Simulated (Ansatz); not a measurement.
`S[SiH2][SnH3]` → `[SH][SnH3]` + `[SiH2]` at 400 K and 1 bar (silylene formation by 1,1-elimination).

Calculated with Ansatz (gas phase, PBE0-D4/def2-TZVP geometries, no zero-point term in ΔE). CCSD(T)/CBS adds triple-zeta CCSD(T) − MP2 to the extrapolated MP2 energy (def2 sets, frozen cores). This one scheme is used for every species. Elements past krypton have def2 core potentials. For Sn outer-core shells are correlated without core-valence functions, which leaves a few kJ/mol of doubt a bond. Each species was taken in one conformer, which may not be the lowest.

```csv
species,CCSD(T)/CBS energy (Eh),H − E (kJ/mol),S (J/(mol·K))
`S[SiH2][SnH3]`,-904.49431,156.6,397.1
`[SH][SnH3]`,-614.20548,99.8,324.6
`[SiH2]`,-290.19011,44.2,218.1
```

H − E and S are ideal-gas, rigid-rotor, harmonic terms from PBE0-D4/def2-TZVP, for one conformer and one mirror image of each species. 1 Eh = 2625.50 kJ/mol, R = 8.31446 J/(mol·K).

Question: By hand: ΔE, ΔH, ΔS and ΔG.

Answer: ΔE = (-614.20548) + (-290.19011) − (-904.49431) = 0.09872 Eh = 259.2 kJ/mol. Δ(H − E) = 99.8 + 44.2 − 156.6 = -12.6, so ΔH = 246.6 kJ/mol. ΔS = 324.6 + 218.1 − 397.1 = 145.6 J/(mol·K). ΔG = 246.6 − 400 × (145.6)/1000 = 188.4 kJ/mol.

Question: By hand: the equilibrium constant, and the temperature at which ΔG would vanish if ΔH and ΔS stayed fixed.

Answer: log₁₀ K = −ΔG/(RT ln 10) = -24.6. ΔG = 0 at ΔH/ΔS = 1694 K.

The number of gas molecules changes by +1, which sets the sign of ΔS. A doubt of 5 kJ/mol in ΔE shifts log₁₀ K by 0.7 here. Other conformers and mirror images would add mixing entropy, several J/(mol·K) or more a flexible species. These are equilibria of isolated gas molecules and say nothing of rates. Largest T1 diagnostic: 0.014 (customary marks: 0.02 for closed shells, 0.045 for open ones).
